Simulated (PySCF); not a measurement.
# Correlation energy of Sr (strontium, neutral)

[Kr] 5s1 5p1, high-spin 3P determinant (an excited configuration). Calculation: PySCF 2.14, in aug-cc-pwCVTZ-X2C with one added diffuse shell each of s, p, d, f type (11s10p8d4f, 109 functions); the spin-free X2C one-electron Hamiltonian (Gaussian nucleus). Frozen: [Ar] 3d10; 10 electrons correlated.

MP2 pair energies summed by pair of shells (mhartree):

```
 pair   energy  share (%)
4p-4p  -132.74       67.5
4s-4p   -35.05       17.8
4p-5s   -13.16        6.7
4s-4s    -7.00        3.6
4p-5p    -5.64        2.9
5s-5p    -1.68        0.9
4s-5s    -0.87        0.4
4s-5p    -0.42        0.2
```

Total MP2 correlation energy: -196.56 mhartree.

Same-spin part -54.64 and opposite-spin part -141.92 mhartree; SCS-MP2 scales them by 1/3 and 6/5 to -188.52 mhartree.
